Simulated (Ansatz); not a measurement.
Geometry optimisation, Ansatz 0.2.0, RKS B3LYP-D4/def2-SVP.

Input file:

```yaml
crystal:
  periodic: [false, false, false]
  atoms:
    - { symbol: O, position_ang: [-0.49127, 1.61005, -1.09731] }
    - { symbol: C, position_ang: [-1.44118, 1.53172, -0.27627] }
    - { symbol: Ga, position_ang: [0.09979, 0.65774, 0.68464] }
    - { symbol: Si, position_ang: [0.77719, -1.55464, 0.05912] }
    - { symbol: H, position_ang: [-2.37973, 2.0114, -0.6241] }
    - { symbol: H, position_ang: [-1.90564, 1.51965, 0.70975] }
    - { symbol: H, position_ang: [1.99212, -1.5543, -0.77454] }
    - { symbol: H, position_ang: [-0.31369, -2.17801, -0.71532] }
    - { symbol: H, position_ang: [1.04027, -2.40421, 1.23327] }
basis:
  gaussian: { orbitals: def2-SVP }
hamiltonian:
  xc: b3lyp
  dispersion: d4
relax:
  f_tol: 0.02
  max_steps: 50
output:
  orbitals: {}
```

Launched with:

```bash
$ ansatz run input.yaml --threads 2 --pin off --max-ram 3072MiB --backend cpu --events-out ev --progress --plain --runs-dir out
```

Question: Where does it end, and by what steps?

Answer: It converged. After 35 steps the energy has fallen by 3.682 eV; Ga3 moved furthest, 1.30 Å. Parted: C2–Ga3.

| step | energy less start (eV) | largest force component (eV/Å) | accepted |
| --- | --- | --- | --- |
| 0 | 0.0000 | 4.553 | yes |
| 2 | -2.5899 | 2.670 | yes |
| 4 | -3.2744 | 1.826 | yes |
| 6 | -3.4910 | 0.361 | yes |
| 8 | -3.5851 | 0.766 | yes |
| 10 | -3.5848 | 1.112 | no |
| 12 | -3.6355 | 0.585 | yes |
| 14 | -3.6482 | 0.186 | yes |
| 16 | -3.6485 | 0.570 | no |
| 18 | -3.6608 | 0.106 | yes |
| 20 | -3.6641 | 0.060 | yes |
| 22 | -3.6708 | 0.154 | yes |
| 24 | -3.6745 | 0.252 | yes |
| 26 | -3.6671 | 0.492 | no |
| 28 | -3.6800 | 0.066 | yes |
| 30 | -3.6814 | 0.074 | yes |
| 32 | -3.6765 | 0.366 | no |
| 34 | -3.6825 | 0.021 | yes |
| 35 | -3.6825 | 0.013 | yes |

```xyz
9
Properties=species:S:1:pos:R:3
O -0.391 1.428 -0.202
C -1.566 1.407 -0.521
Ga 1.106 0.905 1.465
Si 0.746 -1.360 0.179
H -1.897 1.811 -1.501
H -2.349 0.982 0.144
H 1.050 -1.289 -1.293
H -0.740 -1.636 0.249
H 1.419 -2.608 0.679
```

The run took 100 s on 2 threads of Arm Neoverse V1, on a shared host, peak memory 0.23 GiB.
